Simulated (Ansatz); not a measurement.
Gas-phase electronic energies from Ansatz, PBE0-D4/def2-TZVP geometries. CCSD(T)/CBS is the MP2 limit (def2-TZVPP, def2-QZVPP) plus CCSD(T) − MP2 in def2-TZVPP, frozen cores. This one scheme is used for every species. Functionals use def2-TZVPP. HSE06 is defined as in plane-wave codes. For Br outer-core shells are correlated without core-valence functions, which leaves a few kJ/mol of doubt a bond. Scalar relativity is left out up to krypton.

Consider the hydrogenolysis of the Si–Br bond: `Br[SiH]1NCO1` + H₂ → `C1N[SiH2]O1` + HBr.

`Br[SiH]1NCO1`:

```xyz
9

Br    0.811   -2.106    1.771
Si    0.732   -0.821   -0.034
N    -0.802   -0.235   -0.513
C    -0.360    1.094   -0.080
O     1.014    0.792    0.224
H     1.612   -1.484   -1.012
H    -1.731   -0.546   -0.286
H    -0.880    1.467    0.810
H    -0.397    1.840   -0.880
```

H₂:

```xyz
2

H     0.317   -0.061   -0.187
H    -0.317    0.061    0.187
```

`C1N[SiH2]O1`:

Cartesian coordinates in Å:
```
C -0.654 -0.035 0.885
N -0.145 0.952 -0.074
Si 0.561 -0.367 -0.936
O -0.258 -1.245 0.222
H -1.744 -0.014 0.986
H -0.190 0.034 1.877
H 0.286 1.787 0.284
H 2.045 -0.504 -0.917
H 0.099 -0.607 -2.327
```

HBr:

```xyz
2

Br   -0.277    0.455    0.469
H     0.277   -0.455   -0.469
```

```
         level  ΔE (kJ/mol)  difference from CCSD(T)/CBS
     revPBE-D4        103.8                          4.6
        B97M-V         94.6                         -4.6
       ωB97X-V         94.0                         -5.2
           PBE         95.7                         -3.5
        revPBE         93.5                         -5.7
       r2SCANh        101.4                          2.2
         HSE06         94.1                         -5.1
       LC-ωPBE         89.5                         -9.7
 HF/def2-TZVPP         78.0                        -21.2
MP2/def2-QZVPP        107.0                          7.8
   CCSD(T)/CBS         99.2                            0
```

Task: What do rigid-rotor, harmonic-oscillator terms from PBE0-D4/def2-TZVP frequencies (298.15 K, 1 bar) make of the CCSD(T)/CBS value? (Best estimate.)

Result: Computed: ΔZPE = +6.2 kJ/mol, ΔH = +102.2 kJ/mol, ΔS = 24 J/(mol·K), ΔG = +95.1 kJ/mol.

Largest T1 diagnostic among the species: 0.011.

In def2-TZVPP, CCSD(T) changes the Hartree–Fock value by +14.5 kJ/mol (the triples alone add +4.7 kJ/mol) and MP2 by +25.3 kJ/mol. The D4 term adds +9.6 kJ/mol with B3LYP and +5.2 kJ/mol with PBE0; it sums over pairs of atoms, weighted by their polarisabilities, and B3LYP, whose exchange is more repulsive, gets the larger term.

CCSD(T)/CBS has its own doubt, a few kJ/mol and more with outer-core shells, so smaller differences from it don't rank the levels.

B3LYP here is the variant with VWN-RPA as its local correlation; programs differ in this.
